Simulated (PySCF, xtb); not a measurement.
Cl4Ge, SMILES [Cl][Ge-]([Cl])([Cl])[Cl] (connectivity only; charge and spin as stated), charge -1, multiplicity 2.

Harmonic wavenumbers (cm⁻¹) from GFN2-xTB (xtb) at its own minimum, in rising order: 52, 60, 80, 86, 106, 194, 208, 249, 269.

Question: What does PBE0-D3(BJ)/def2-SVPD run with PySCF give at its own minimum? (An estimate is asked for; the answer gives what the named calculation found.)

Answer: 47, 60, 99, 112, 126, 257, 267, 340, 342. Paired by order, the mean absolute difference is 39 cm⁻¹ and the zero-point energies are 1.9 and 2.4 kcal/mol.
